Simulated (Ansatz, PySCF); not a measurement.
Energy difference R1 + R2 → 2 P1, each structure at its B3LYP-D3(BJ)/def2-TZVP stationary point, reached from a drawn start (curvature not checked).
R1: Cl2 (SMILES ClCl), charge 0, multiplicity 1.
R2: I2 (SMILES II), charge 0, multiplicity 1.
P1: ClI (SMILES ClI), charge 0, multiplicity 1.

P less R. No zero-point or thermal terms; no spin–orbit coupling.

Correlated levels freeze the cores. In cc and def2 sets filled d and f shells under p-block atoms count as core.

Codes used: Ansatz (Gaussian basis) for Hartree–Fock, density functionals and correlated methods; PySCF for the D3/D4 terms. No computed number here is a measurement. Elements past Kr take the def2 small-core potentials, without spin–orbit coupling.

PBE/def2-TZVPP gives -215.6 meV for the reaction energy.

Question: How do the other levels lie against it? Give each less PBE: PBE-D3(BJ)/def2-TZVPP, r2SCAN/def2-TZVPP, PBE0/def2-TZVPP, wB97M-V/def2-TZVPP, B2PLYP/def2-TZVPP, MP2/def2-QZVPP, CCSD(T)/def2-QZVPP.

Answer: PBE-D3(BJ)/def2-TZVPP 1.2; r2SCAN/def2-TZVPP -13.2; PBE0/def2-TZVPP 10.4; wB97M-V/def2-TZVPP -27.8; B2PLYP/def2-TZVPP -38.8; MP2/def2-QZVPP -62.7; CCSD(T)/def2-QZVPP -40.8 meV. 2 of 7 lie above PBE; the widest gap is to MP2/def2-QZVPP.

Ansatz is a program for electronic structure.
